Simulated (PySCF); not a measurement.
**Partial charges of `C=C(Br)CF`**

Species: C3H4BrF.
Structure used (PBE0-D3(BJ)/def2-SVP), in Å, numbered top down from 1:
```
atom  x, y, z in Å
C1     1.5381    0.0593   -0.5151
C2     0.2700    0.2433   -0.1644
Br3   -0.3960    1.9297    0.3709
C4    -0.7832   -0.8220   -0.1414
F5    -0.2669   -2.0249   -0.5255
H6     1.8578   -0.9415   -0.8138
H7     2.2643    0.8730   -0.5137
H8    -1.6087   -0.5444   -0.8208
H9    -1.2003   -0.9117    0.8773
```

Density: PBE0/pcSseg-1 (PySCF); schemes: Mulliken, IAO, Hirshfeld and ESP-fitted. One conformer (not necessarily the lowest) at the PBE0-D3(BJ)/def2-SVP geometry, without solvent, vibrations or thermal averaging. The calculation is non-relativistic, for bromine too.

Atoms with like bonding are taken together and averaged. Which atoms carry the highest charge in the Mulliken, IAO, Hirshfeld and ESP-fitted schemes?

The schemes don't all agree: Mulliken C4 (+0.307); IAO H6 (+0.175); Hirshfeld H7 (+0.054); ESP-fitted C4 (+0.212).

For which atoms does the sign change between the 4 schemes (beyond +0.03 e in one, beyond −0.03 e in another)?

For none.

Give the atomic charges in each scheme.

In e; atoms taken as equivalent share a row and are averaged (×n: the atom named and its like, n in all):

```
 atom                      environment  Mulliken     IAO  Hirshfeld  ESP-fitted
   C1             terminal =CH2 carbon    -0.032  -0.318     -0.111      -0.327
   C2  fully substituted alkene carbon    -0.404  -0.072     -0.007      -0.089
  Br3                    vinyl bromine    -0.088  +0.006     -0.006      -0.052
   C4                   sp3 C–F carbon    +0.307  +0.040     +0.019      +0.212
   F5                   alkyl fluorine    -0.319  -0.310     -0.097      -0.216
   H6                 vinylic hydrogen    +0.137  +0.175     +0.053      +0.189
   H7                 vinylic hydrogen    +0.134  +0.168     +0.054      +0.174
H8/H9               methylene hydrogen    +0.133  +0.156     +0.048      +0.055
```

Mean size of the charges over all atoms: Mulliken 0.188 e, IAO 0.156 e, ESP-fitted 0.152 e, Hirshfeld 0.049 e. Each set sums to the total charge, 0, to within 0.001 e. The IAO scheme counts the electrons in orthogonalised intrinsic atomic orbitals, a minimal basis polarised so that it spans the occupied orbitals exactly.

How closely do the schemes follow one another over all atoms?

Correlation coefficient and root-mean-square difference: IAO with Hirshfeld 0.99, 0.127 e; Hirshfeld with ESP-fitted 0.91, 0.125 e; IAO with ESP-fitted 0.90, 0.083 e; Mulliken with ESP-fitted 0.71, 0.158 e; Mulliken with IAO 0.64, 0.175 e; Mulliken with Hirshfeld 0.59, 0.192 e.

How many electrons does the Hirshfeld scheme count on C1?

Z − q = 6 − (-0.111) = 6.111.

Sum the charges by element, for elements with more than one atom.

```csv
element,atoms,Mulliken,IAO,Hirshfeld,ESP-fitted
C,3,-0.129,-0.351,-0.099,-0.204
H,4,+0.537,+0.654,+0.202,+0.472
```

The run behind these numbers computed NMR shieldings as well. Time: 13 s. Hardware: one thread of an Arm Neoverse V1, no GPU, on a shared host.
